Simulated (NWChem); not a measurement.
System: C₃H₄ClF; SMILES FC1(Cl)CC1

NWChem input:

```
start job
memory heap 200 mb stack 900 mb global 1100 mb
geometry units angstroms noautosym nocenter noautoz
  F      1.514391    -0.463263     0.000000
  C      0.173328    -0.243895     0.000000
  Cl    -0.181374     1.501422     0.000000
  C     -0.684685    -1.184488    -0.767475
  C     -0.684685    -1.184488     0.767475
  H     -1.555945    -0.792361    -1.281921
  H     -0.172424    -1.998146    -1.273347
  H     -1.555945    -0.792361     1.281921
  H     -0.172424    -1.998146     1.273347
end
basis spherical
  * library 6-31g*
end
dft
  xc b3lyp
  iterations 150
end
cosmo
  do_cosmo_smd true
  solvent toluene
end
task dft energy
```

Geometry: optimised at B3LYP/6-31G* (spherical d). B3LYP is NWChem's, with the RPA form of VWN correlation. Solvent: toluene.

Level: B3LYP/6-31G* with SMD (1 M gas to 1 M solution), gas-phase geometry.

Give the results of this calculation. (B3LYP/6-31G* (spherical d), SMD on the gas-phase geometry.) Quantities: solvation free energy (kcal/mol); cavity-dispersion-structure term (kcal/mol); dipole in solution (D).


| Quantity | Result |
|---|---|
| solvation free energy (kcal/mol) | -4.3 |
| cavity-dispersion-structure term (kcal/mol) | -2.3 |
| dipole in solution (D) | 2.57 |
